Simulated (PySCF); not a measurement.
# Continuum solvent and chemical shifts

Molfile (atoms numbered from 1):
```
C5H9O4P
     RDKit          3D

 19 20  0  0  0  0  0  0  0  0999 V2000
    0.2226   -2.2843    0.8030 O   0  0  0  0  0  0  0  0  0  0  0  0
    0.5982   -0.9118    0.4462 P   0  0  0  0  0  5  0  0  0  0  0  0
   -0.5729    0.1800    0.6144 O   0  0  0  0  0  0  0  0  0  0  0  0
   -1.8897   -0.2096    0.3012 C   0  0  0  0  0  0  0  0  0  0  0  0
   -2.3128   -0.1719   -1.1309 C   0  0  0  0  0  0  0  0  0  0  0  0
   -2.7893    0.8779   -0.1601 C   0  0  0  0  0  0  0  0  0  0  0  0
    1.1857   -0.6489   -1.0512 O   0  0  0  0  0  0  0  0  0  0  0  0
    2.4841   -0.0792   -1.0077 C   0  0  0  0  0  0  0  0  0  0  0  0
    2.5972    0.5883    0.3639 C   0  0  0  0  0  0  0  0  0  0  0  0
    1.8243   -0.2190    1.2379 O   0  0  0  0  0  0  0  0  0  0  0  0
   -2.2697   -1.0025    0.9522 H   0  0  0  0  0  0  0  0  0  0  0  0
   -3.0143   -0.9337   -1.4797 H   0  0  0  0  0  0  0  0  0  0  0  0
   -1.5520    0.1218   -1.8587 H   0  0  0  0  0  0  0  0  0  0  0  0
   -2.3420    1.8717   -0.2374 H   0  0  0  0  0  0  0  0  0  0  0  0
   -3.8300    0.8640    0.1727 H   0  0  0  0  0  0  0  0  0  0  0  0
    3.2360   -0.8771   -1.1294 H   0  0  0  0  0  0  0  0  0  0  0  0
    2.5912    0.6391   -1.8325 H   0  0  0  0  0  0  0  0  0  0  0  0
    3.6304    0.6209    0.7354 H   0  0  0  0  0  0  0  0  0  0  0  0
    2.1858    1.6119    0.3507 H   0  0  0  0  0  0  0  0  0  0  0  0
  1  2  2  0
  2  3  1  0
  3  4  1  0
  4  5  1  0
  5  6  1  0
  2  7  1  0
  7  8  1  0
  8  9  1  0
  9 10  1  0
 10  2  1  0
  6  4  1  0
  4 11  1  0
  5 12  1  0
  5 13  1  0
  6 14  1  0
  6 15  1  0
  8 16  1  0
  8 17  1  0
  9 18  1  0
  9 19  1  0
M  END
```

GIAO PBE0/pcSseg-1 in PySCF 2.14 on one PBE0-D3(BJ)/def2-SVP conformer, non-relativistic, equivalent nuclei averaged. Solvents enter as an IEF-PCM continuum (benzene with ε = 2.3, tetrahydrofuran with ε = 7.4) around the gas-phase geometry. Shifts are referred to TMS computed in the same medium.

Gas phase, δ in ppm: C8/C9 66.4, C4 50.3, C5/C6 7.7, H16/H18 4.04, H17/H19 3.90, H11 3.86, H13/H14 0.74, H12/H15 0.56. Dipole moment 4.32 D.

Task: How does each δ change in the continuum?

Result: 
```tsv
atoms	environment	Δδ, benzene	Δδ, tetrahydrofuran
C8/C9	sp3 CH2 bonded to O	+0.8	+1.6
C4	three-membered-ring carbon	+0.5	+0.8
C5/C6	three-membered-ring carbon	+0.2	+0.4
H16/H18	hydrogen on an sp3 CH2 bonded to O	+0.13	+0.24
H17/H19	hydrogen on an sp3 CH2 bonded to O	+0.13	+0.25
H11	hydrogen on a three-membered-ring carbon	+0.02	+0.03
H13/H14	hydrogen on a three-membered-ring carbon	+0.04	+0.08
H12/H15	hydrogen on a three-membered-ring carbon	+0.09	+0.16
```

Changes are relative to the gas phase. The dipole moment becomes 4.83 D in benzene, 5.26 D in tetrahydrofuran.

Task: Which of the listed nuclei move most (in ppm), and what does the model miss? (N and O are left out, as their reference compounds move with the solvent too.)

Result: C8/C9 (sp3 CH2 bonded to O, +1.6 ppm) in tetrahydrofuran. A continuum only polarises the solute; specific hydrogen bonds, the anisotropy of aromatic solvents and changes of geometry or conformer are outside it.
